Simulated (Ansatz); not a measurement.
C5H8O2, triplet, at a GFN2-xTB geometry (a higher spin typed on purpose: for a closed-shell molecule this is an excited state); CAM-B3LYP/cc-pVDZ run with Ansatz (a quantum-chemistry and plane-wave program).

The Ansatz input:
Ansatz 0.2 input:
```yaml
crystal:
  periodic: [false, false, false]
  atoms:
    - {symbol: C, position_ang: [2.61946234, -0.12080198, 0.07519818]}
    - {symbol: C, position_ang: [1.13145560, -0.37294384, 0.28609939]}
    - {symbol: O, position_ang: [0.75114903, -1.55352029, 0.56135304]}
    - {symbol: C, position_ang: [0.27351069, 0.69117501, -0.04612125]}
    - {symbol: C, position_ang: [-1.10274345, 0.51481242, -0.28008457]}
    - {symbol: C, position_ang: [-1.74111940, -0.81938388, -0.31466493]}
    - {symbol: O, position_ang: [-1.95746116, 1.58837860, -0.19956882]}
    - {symbol: H, position_ang: [2.86650066, -0.15256796, -0.98633710]}
    - {symbol: H, position_ang: [2.88575787, 0.85534601, 0.47350326]}
    - {symbol: H, position_ang: [3.17943379, -0.89836698, 0.58696588]}
    - {symbol: H, position_ang: [0.71731664, 1.66480346, -0.20227577]}
    - {symbol: H, position_ang: [-2.71743804, -0.79755664, 0.16405613]}
    - {symbol: H, position_ang: [-1.85253099, -1.19554056, -1.33463996]}
    - {symbol: H, position_ang: [-1.05858068, -1.51807561, 0.20010768]}
    - {symbol: H, position_ang: [-1.45335701, 2.40594538, -0.11821467]}
basis:
  gaussian:
    orbitals: cc-pVDZ
hamiltonian:
  xc: cam_b3lyp
magnetization: {spin_polarized: true, initial_magnetization: 2}
```

It wrote (shortened):

```
Functional definition: CAM-B3LYP
1257 factors; integrals over basis functions are off by at most 1.3e-3 eV
458 factors; integrals over basis functions are off by at most 7.3e-6 eV
mean field evaluation 1: about -9394.2768 eV, gradient 4.1e1 eV
mean field evaluation 2: about -9390.7573 eV, gradient 5.2e1 eV
mean field evaluation 4: about -9401.4730 eV, gradient 2.5e0 eV
mean field evaluation 8: about -9401.8413 eV, gradient 3.6e-1 eV
mean field evaluation 16: about -9401.8479 eV, gradient 3.0e-2 eV
mean field evaluation 32: about -9401.8482 eV, gradient 4.1e-5 eV
mean field -9401.84824460 eV, -345.5115501873 hartree, gradient 2.0e-5 eV, S^2 2.016750; 2 other end points of the search recorded, 0 dependent functions left out
reference -9401.84836354 eV, -345.5115545583 hartree; 28, 26 occupied and 110, 112 virtual orbitals, 1257 factors
Total energy: -9401.84836354 eV, -345.5115545583 hartree
```
